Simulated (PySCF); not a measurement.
## How methods differ on the ionisation energy of Ta(44+)

Ta(44+) [Ar] 3d10 4s1 [4s1/2^1, M_J = 1/2] → Ta(45+) [Ar] 3d10, as a difference of total energies. All numbers are calculated (PySCF 2.14, the two-component X2C-1e Hamiltonian, in an even-tempered Gaussian basis (16 s from 5.8 bohr⁻², ratio 2.8; 13 p from 7.5 bohr⁻², ratio 2.8; 8 d from 13 bohr⁻², ratio 2.8; 4 f from 30 bohr⁻², ratio 3)). Correlated levels: [Ne] frozen; the 72 highest virtual spinors dropped. "Screened" scales the spin-orbit matrix elements by Boettger's factors to mimic the two-electron term; Breit and QED terms are absent.

| method | ionisation energy (eV) |
| --- | --- |
| GHF (spin-free) | 2300.4 |
| GMP2 (spin-free) | 2301.6 |
| GHF (screened spin-orbit) | 2300.1 |
| GMP2 (screened spin-orbit) | 2301.3 |

Breit and QED terms and the two-electron picture change are absent.

For comparison: 2314.7 ± 1.9 eV (semi-empirical (NIST evaluation); NIST Atomic Spectra Database, ionization energies).
